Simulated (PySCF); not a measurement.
Gd(38+) (gadolinium, charge +38) across methods

[Ar] 3d8, high-spin 3F determinant. Calculation: PySCF 2.14, in an uncontracted even-tempered set (17 s from 6.9 bohr⁻², ratio 2.5; 11 p from 9 bohr⁻², ratio 2.5; 8 d from 9 bohr⁻², ratio 2.5; 4 f from 38 bohr⁻², ratio 2.7; 3 g from 57 bohr⁻², ratio 2.7); the non-relativistic Hamiltonian (point nucleus).

```
method  E (hartree)  mean ε 3p β (eV)  mean ε 3d α (eV)  mean ε 3d β (eV)  Σ⟨r²⟩ (bohr²)   ⟨S²⟩
r2SCAN     -9869.95           -3067.5           -2803.7           -2795.5          1.039  2.000
   UHF  -9868.68840           -3122.8           -2857.0           -2845.3          1.038  2.000
   LDA     -9862.03           -3059.7           -2797.8           -2788.6          1.040  2.000
revPBE     -9869.49           -3060.8           -2798.3           -2790.0          1.039  2.000
  BP86     -9870.43           -3061.3           -2798.5           -2790.4          1.039  2.000
  PBE0     -9869.33           -3076.8           -2813.5           -2804.3          1.039  2.000
```

Question: Estimate the same row for PBE.

Answer: E (hartree) = -9869.06; mean ε 3p β (eV) = -3060.7; mean ε 3d α (eV) = -2798.3; mean ε 3d β (eV) = -2789.9; Σ⟨r²⟩ (bohr²) = 1.040; ⟨S²⟩ = 2.000.

A non-relativistic calculation at this Z misses sizeable relativistic shifts. Spin-orbit coupling is strong in this species (close to jj coupling), so the high-spin LS determinant is a model state, not a physical level.
